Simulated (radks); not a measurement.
Results of a calculation; reference values are marked as such.
Valence configurations of the bromine ion Br3+ (all share [Ar]). Code: a radial shooting solver on a logarithmic mesh with Libxc functionals. Model: scalar-relativistic Kohn-Sham, PBE, spin-polarised, spherical densities, finite nucleus; open shells are filled with parallel spins first; Fermi nuclear charge, rms radius 4.1629 fm. Energies are relative to 3d10 4s2 4p2; eigenvalues in eV for spin up.

valence	E (eV)	moment (Bohr magnetons)	e(3d)	e(4p)	e(4s)
3d10 4s2 4p2	0.000	2	-105.11	-40.934	-55.249
3d9 4s2 4p3	68.473	4	-119.53	-44.119	-59.264
3d10 4s1 4p3	10.659	4	-106.48	-42.318	-56.825
3d9 4s1 4p4	83.570	4	-120.99	-44.785	-60.078
3d8 4s2 4p4	150.27	4	-134.57	-46.500	-62.419
3d9.5 4s1.5 4p3	38.545	4	-112.93	-43.227	-58.051
3d8.5 4s2 4p3.5	108.15	4	-127.00	-45.322	-60.859
3d9.5 4s1 4p3.5	45.936	4	-113.67	-43.567	-58.467
3d9.5 4s0.5 4p4	55.255	3	-114.46	-43.548	-58.467
3d8.5 4s1 4p4.5	123.58	4	-128.42	-45.970	-61.648

NIST lists [Ar] 3d10 4s2 4p2 as the ground configuration; this level of theory agrees among the configurations tried. The energies are those of spherical high-spin densities, not of single terms.
